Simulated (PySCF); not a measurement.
**Working out the ionisation energy of Ar⁺**

Ar⁺ [Ne] 3s2 3p5 (2P) → Ar²⁺ [Ne] 3s2 3p4 (3P). Calculation: PySCF 2.14, in jorge-DZP-DKH (7s4p1d, 24 functions); scalar relativity by spin-free X2C-1e. Frozen: [Ne]. Energies in hartree (1 hartree = 27.21139 eV):

| part | Ar⁺ (lower) | Ar²⁺ (upper) |
| --- | --- | --- |
| UHF | -528.073936 | -527.104253 |
| CCSD correlation | -0.137916 | -0.115408 |
| (T) | -0.001165 | -0.001052 |

What does Hartree-Fock give?

(-527.104253) − (-528.073936) = 0.969683 hartree = 26.386 eV.

What do CCSD and CCSD(T) give?

The CCSD correlation energies differ by 0.022508 hartree = 0.612 eV and the triples by 0.000113 hartree = 0.003 eV, so CCSD gives 26.998 eV and CCSD(T) 27.001 eV.

Reference: 27.630 eV (measured; NIST Atomic Spectra Database, ionization energies), between the lowest levels; spin-orbit coupling is absent from the calculation.

A double-zeta basis recovers only part of the correlation energy.

What remains against the reference includes basis incompleteness, the frozen core and higher excitations.
